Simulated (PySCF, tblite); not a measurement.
Breaking a bond: SeH, doublet.

Methods: UKS-B3LYP/6-31G* = unrestricted B3LYP/6-31G*, spherical d (PySCF); GFN2-xTB, 300 K electronic temperature (tblite); ROHF/def2-TZVP (PySCF); UCCSD(T) = CCSD(T) on UHF/def2-TZVP, 9 core orbitals frozen (PySCF).

Energies relative to the lowest point of each curve near equilibrium, in kcal/mol:

```csv
R / Å,UKS-B3LYP/6-31G*,GFN2-xTB,ROHF
1.19,35.4,22.6,31.2
1.26,18.1,9.7,15.0
1.33,7.6,3.1,5.5
1.38,3.2,0.8,1.8
1.42,1.1,0.0,0.4
1.47,0.0,0.0,0.0
1.50,0.0,0.4,0.4
1.54,0.6,1.2,1.6
1.61,3.0,3.5,5.1
1.70,7.9,7.3,11.4
1.82,16.3,13.3,21.7
```

Question: Estimate the UCCSD(T) values at these points.

Answer: 1.19: 32.5; 1.26: 16.1; 1.33: 6.3; 1.38: 2.4; 1.42: 0.7; 1.47: 0.0; 1.50: 0.2; 1.54: 1.1; 1.61: 3.8; 1.70: 9.1; 1.82: 17.7 (kcal/mol).

The scan ran from 1.19 to 5.89 Å; beyond the distances shown one of the unrestricted levels run for this scan, shown here or not, changes its spin distribution in one step.
